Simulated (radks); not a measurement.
All-electron atom: Eu III in [Xe] 4f7.

Method: non-relativistic Kohn-Sham, r2SCAN, spin-polarised, spherical densities, point nucleus; open shells are filled with parallel spins first (spin-orbit coupling, left out, can overturn this in heavy ions); meta-GGA in the generalised Kohn-Sham scheme; relativity is left out, which matters for an element this heavy; computed with a radial shooting solver on a logarithmic mesh with Libxc functionals.

Energy parts (hartree):
total: -10426.4142
kinetic: 10423.2844
electron-nucleus: -24713.2321
Hartree: 4097.1281
exchange-correlation: -233.5946

Orbitals (lengths in bohr, moments of r in powers of bohr; <r^-3> diverges for s and p1/2; r(max) is where P^2 peaks):
orbital  occ.  eigenvalue (hartree)   r(max)   <1/r>      <r>  <r^-3>
1s up       1             -1676.651  0.01597   62.45  0.02409       -
1s down     1             -1676.651  0.01597   62.45  0.02409       -
2s up       1             -266.9521  0.08749   14.52   0.1026       -
2s down     1             -266.9521  0.08749   14.52   0.1026       -
2p up       3             -253.6029  0.06818   14.52  0.08708    8507
2p down     3             -253.6026  0.06818   14.52  0.08708    8507
3s up       1             -59.10764   0.2439   5.469   0.2652       -
3s down     1             -58.97070   0.2438   5.477   0.2649       -
3p up       3             -53.18666   0.2313   5.399   0.2551    1726
3p down     3             -53.06059   0.2311   5.407   0.2548    1731
3d up       5             -42.18362   0.1854   5.287   0.2271   292.9
3d down     5             -42.09139   0.1852   5.295   0.2267   293.8
4s up       1             -12.11242   0.5586   2.319   0.6003       -
4s down     1             -11.83415   0.5583   2.317   0.6004       -
4p up       3              -9.79647   0.5651   2.223   0.6157   374.2
4p down     3              -9.51572   0.5647   2.221   0.6159   373.2
4d up       5              -5.69290   0.5749   2.014   0.6551   53.38
4d down     5              -5.40909   0.5745   2.010   0.6565   53.13
4f up       7              -0.77472   0.5815   1.487   0.8825   7.522
4f down     0              -0.52065   0.5855   1.419   0.9615   6.971
5s up       1              -2.00787    1.308  0.8960    1.460       -
5s down     1              -1.88911    1.334  0.8636    1.504       -
5p up       3              -1.38452    1.430  0.7930    1.635   50.50
5p down     3              -1.29356    1.467  0.7604    1.692   44.84

The highest occupied level is 4f up at -21.081 eV. Summed over all electrons, <r^2> = 40.52 bohr^2, which gives a Langevin (diamagnetic) susceptibility term of -32.1 x 10^-6 cm^3/mol. For comparison, the ionisation energy in NIST's Atomic Spectra Database is 24.84 eV (semi-empirical). In exact Kohn-Sham theory the highest level is minus the ionisation energy, but local and semilocal functionals leave it too shallow, through self-interaction and a potential that decays too fast; potentials with the right tail come closer. The density falls to 0.001 e/bohr^3 at r = 3.48 bohr. The electron density at the nucleus is 1.779e+05 e/bohr^3. The spin density at the nucleus is 1.788 e/bohr^3 (1s -0.001, 2s -0.228, 3s -5.518, 4s 1.120, 5s 6.415). Virial ratio -V/T = 2.00030.
